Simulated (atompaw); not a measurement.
cobalt (Co): PAW (atompaw) pseudisation with PBE, scalar-relativistic reference atom.

| Item | Value |
| --- | --- |
| Element | cobalt (Co) |
| Generator | atompaw 4.2.0.5 |
| Type | PAW |
| Functional | PBE |
| Relativity | scalar-relativistic |
| Frozen core | [Ne] |
| Valence charge | 17 |
| Reference configuration | 3s2 3p6 3d7 4s1.5 4p0 (charge +0.5) |
| Partial waves | 3s (bound): rc 1.30 bohr; 4s (bound): rc 1.45 bohr; 3p (bound): rc 1.35 bohr; 4p (bound, empty): rc 1.45 bohr; 3d (bound): rc 1.45 bohr; 3d channel at 0.25 Ry: rc 1.45 bohr |
| Local potential | vpsmatchnc scheme with l = 3 at 0 Ry, radius 1.40 bohr |
| Core correction | smooth core density matched at 1.20 bohr |
| Augmentation charge | gaussian compensation charge, radius 1.25 bohr; PAW radius 1.45 bohr; waves and projectors: custom polynom vanderbiltortho |

**Question.** Estimate the cutoffs (Ry, on a coarse ladder) from which the occupation-weighted sum of valence levels, in a spherical-Bessel basis at the reference potential, stays within 10 and 1 mRy of its value at 400 Ry.

**Answer.** 70 Ry and 120 Ry.

**Question.** What does a ghost test show?

**Answer.** No extra level below or beside the all-electron valence levels (s, p, d, f tested).

**Question.** Is the overlap operator S = 1 + Σ q|β⟩⟨β| positive definite (Bessel basis up to 400 Ry)?

**Answer.** Yes: its lowest eigenvalue is 0.79 (s channel).
